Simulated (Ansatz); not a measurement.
Reaction (formal exchange of groups at the Si–C bond): `C#C[SiH2]C(=O)O` + CH₄ → `C[SiH2]C(=O)O` + `C#C`

Computed with Ansatz on PBE0-D4/def2-TZVP structures; ΔE is electronic, products minus reactants. CCSD(T)/CBS adds triple-zeta CCSD(T) − MP2 to the extrapolated MP2 energy (def2 sets, frozen cores). This one scheme is used for every species. DFT in def2-TZVPP. Each species was taken in one conformer, which may not be the lowest.

(1) Is it downhill or uphill in electronic energy at CCSD(T)/CBS, and by how much? (An estimate is asked.)

(2) What do these levels give: LDA (SPW92), BLYP-D4, r2SCAN-D4, PBE0-D4, BHLYP-D4, ωB97X-V, CAM-B3LYP, LC-ωPBE, HF/def2-TZVPP, SCS-MP2/def2-TZVPP, CCSD(T)/def2-TZVPP, MP2/def2-QZVPP? (Estimate.)

(3) What do rigid-rotor, harmonic-oscillator terms from PBE0-D4/def2-TZVP frequencies (298.15 K, 1 bar) make of the CCSD(T)/CBS value? (An estimate is asked.)

Largest T1 diagnostic among the species: 0.016.

## Answers

(1) The calculation gave: Uphill: ΔE = +0.37 eV.

(2) The calculation gave: LDA (SPW92) 0.34, BLYP-D4 0.43, r2SCAN-D4 0.41, PBE0-D4 0.38, BHLYP-D4 0.40, ωB97X-V 0.35, CAM-B3LYP 0.37, LC-ωPBE 0.32, HF/def2-TZVPP 0.39, SCS-MP2/def2-TZVPP 0.42, CCSD(T)/def2-TZVPP 0.38, MP2/def2-QZVPP 0.41 eV.

(3) Ansatz gave: ΔZPE = -0.01 eV, ΔH = +0.35 eV, ΔS = 6 J/(mol·K), ΔG = +0.33 eV. Modes under 50 cm⁻¹ make the entropy rough.

Leaving LDA and LC-ωPBE aside and taking each functional with its dispersion term where it has one, the values, not all of them listed here, spread over 0.09 eV, from ωB97M-V to BLYP-D4. LDA lies −0.05 eV from PBE without D4. From BLYP to BHLYP (50 % exact exchange), in def2-TZVPP and without D4, ΔE moves by −0.04 eV. At CCSD(T), def2-SVP lies +0.03 eV from the extrapolated value and def2-TZVPP +0.01 eV.
